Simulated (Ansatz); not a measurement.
Consider the substitution at a C–N bond: `C[N](C)[InH][F]` + `[CH2]1[NH][SnH2]1` → `C[N]1[CH2][SnH2]1` + `C[NH][InH][F]`.

Computed with Ansatz on PBE0-D4/def2-TZVP structures; ΔE is electronic, products minus reactants. CBS: MP2 limit from def2 TZ/QZ plus the TZ coupled-cluster correction, frozen cores. Elements past krypton have def2 core potentials. For In, Sn outer-core shells are correlated without core-valence functions, which leaves a few kJ/mol of doubt a bond. Each species was taken in one conformer, which may not be the lowest.

```tsv
species	CCSD(T)/CBS(def2) energy (Eh)
`C[N](C)[InH][F]`	-424.64012
`[CH2]1[NH][SnH2]1`	-309.71848
`C[N]1[CH2][SnH2]1`	-348.97279
`C[NH][InH][F]`	-385.38945
```

Work out ΔE.

ΔE = (-348.97279) + (-385.38945) − (-424.64012) − (-309.71848) = -0.00364 Eh = -9.6 kJ/mol.

What do rigid-rotor, harmonic-oscillator terms from PBE0-D4/def2-TZVP frequencies (298.15 K, 1 bar) make of the CCSD(T)/CBS value? (Best estimate.)

Ansatz gave: ΔZPE = -1.4 kJ/mol, ΔH = -9.9 kJ/mol, ΔS = 16 J/(mol·K), ΔG = -14.6 kJ/mol.

Largest T1 diagnostic among the species: 0.016.

In def2-TZVPP, CCSD(T) changes the Hartree–Fock value by +12.8 kJ/mol (the triples alone add +2.4 kJ/mol) and MP2 by +13.5 kJ/mol. From BLYP to BHLYP (50 % exact exchange), in def2-TZVPP and without D4, ΔE moves by −4.1 kJ/mol. Leaving LDA and LC-ωPBE aside and taking each functional with its dispersion term where it has one, the values, not all of them listed here, spread over 8.6 kJ/mol, from BHLYP-D4 to r2SCAN-D4. LDA lies +4.5 kJ/mol from PBE without D4.
